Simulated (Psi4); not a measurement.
F$_{4}$Ge, singlet, geometry from GFN2-xTB. Base run: Psi4 with TPSS/3-21G.

Psi4 was given this input:
```
memory 2 GB

molecule {
0 1
  F     1.28249365   -1.06843622   -0.11172530
  Ge   -0.00000000   -0.00000000   -0.00000000
  F     0.58041552    1.56903814    0.00809899
  F    -1.01772117   -0.21135552   -1.31087792
  F    -0.84518800   -0.28924641    1.41450423
}

set basis 3-21g

energy('tpss')
print_variables()
```

The base run was repeated with changes; each row names its change, and settings that it needs were set with it.

| change | ΔE vs base (eV) | point group used | SCF cycles | outcome |
|---|---|---|---|---|
| base | 0.00 | c2v | 7 | converged |
| molecule keys = no_reorient | 0.00 | c1 | 8 | converged |
| symmetry = cs | - | - | - | input refused |
| molecule keys = symmetry c1, no_reorient, no_com | 0.00 | c1 | 8 | converged |
| molecule keys = symmetry c1 | - | - | - | input refused |
| symmetry = c2 | -0.01 | c2 | 7 | converged |
| jitter_ang = 0.002 | -0.01 | c1 | 8 | converged |

- symmetry = cs: ended with `QcdbException: Unrecognized point group bits: 65`
- molecule keys = symmetry c1: ended with `QcdbException: Unrecognized point group bits: 65`
